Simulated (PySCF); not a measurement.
Tellurium: a sound run and one with changed settings

Sound run: Te [Kr] 4d10 5s2 5p4, Te⁺ [Kr] 4d10 5s2 5p3. Computed with PySCF 2.14 in cc-pVDZ-PP with ECP28MDF, with scalar relativity through the core potential. In the sound run the correlated levels freeze 4s2 4p6 4d10 outside the core potential. The sound run starts from symmetry-adapted Hartree-Fock orbitals and uses a fine grid where one is needed.

A second run was set up differently.

```
species   method  sound run (hartree)  changed run (hartree)  converged
     Te      MP2           -267.05756             -267.02588        yes
     Te  CCSD(T)           -267.07202             -267.03316        yes
    Te⁺      MP2           -266.76144             -266.72535        yes
    Te⁺  CCSD(T)           -266.77479             -266.72932        yes
```

Ionisation energy of Te:

```csv
method,sound run (eV),changed run (eV)
UHF,7.700,7.700
MP2,8.058,8.178
SCS-MP2,8.071,8.276
CCSD,8.083,8.267
CCSD(T),8.088,8.268
```

Problem. What was changed?
A. all electrons correlated in a valence basis
B. level shift left on
C. minimal basis
D. a valence shell is frozen

Solution. D. Freezing a valence shell removes pair correlation that changes on ionisation.
